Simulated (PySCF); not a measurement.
C₄H₇O₂, doublet, at a GFN2-xTB geometry. Base run: B3LYP/6-31G* (PySCF).

PySCF was given this input:
```python
from pyscf import gto, scf, dft

mol = gto.M(
    atom='''
C     2.193803    0.386834   -0.416108
C     0.947448   -0.154135    0.015480
O     0.789495   -0.860504    0.996732
O    -0.067073    0.203953   -0.808981
C    -1.362622   -0.271936   -0.466149
C    -2.009050    0.581283    0.618459
H     2.236424    1.015646   -1.284913
H     3.083428    0.165287    0.142375
H    -1.280858   -1.309592   -0.122991
H    -1.936196   -0.228680   -1.394505
H    -1.433120    0.509764    1.537723
H    -2.048346    1.621471    0.303906
H    -3.018178    0.226227    0.806304
''',
    basis='6-31g*',
    charge=0,
    spin=1,
    verbose=4,
)

mf = dft.UKS(mol)
mf.xc = 'b3lyp'
mf.kernel()
```

Each row names what was changed in the base input (with any setting that the change needs).

```json
[
 {"change": "base", "ΔE vs base (mEh)": "0.000", "fitting functions": "-", "dipole (D)": "1.71"},
 {"change": "auxbasis = def2-universal-jfit", "ΔE vs base (mEh)": "0.236", "fitting functions": "371", "dipole (D)": "1.71"},
 {"change": "auxbasis = def2-tzvp-ri", "ΔE vs base (mEh)": "-0.223", "fitting functions": "561", "dipole (D)": "1.71"},
 {"change": "auxbasis = cc-pvtz-jkfit", "ΔE vs base (mEh)": "-0.056", "fitting functions": "684", "dipole (D)": "1.71"},
 {"change": "auxbasis = cc-pvdz-jkfit", "ΔE vs base (mEh)": "-0.089", "fitting functions": "581", "dipole (D)": "1.71"},
 {"change": "auxbasis = def2-universal-jkfit", "ΔE vs base (mEh)": "-0.075", "fitting functions": "580", "dipole (D)": "1.71"},
 {"change": "auxbasis = autoaux", "ΔE vs base (mEh)": "-0.589", "fitting functions": "725", "dipole (D)": "1.71"},
 {"change": "auxbasis = even-tempered beta=2.0", "ΔE vs base (mEh)": "-0.216", "fitting functions": "779", "dipole (D)": "1.71"},
 {"change": "only_dfj = on; auxbasis = def2-universal-jfit", "ΔE vs base (mEh)": "-0.273", "fitting functions": "371", "dipole (D)": "1.71"},
 {"change": "auxbasis = default (with mf = mf.density_fit())", "ΔE vs base (mEh)": "-0.089", "fitting functions": "581", "dipole (D)": "1.71"}
]
```

A fitting set is made for a task (jfit for Coulomb, jkfit for Coulomb and exchange, ri for correlation) and for a family of orbital bases.

Open shells are given as the SCF converged; they aren't shown to be the lowest states, and a large step between rows can be another state.
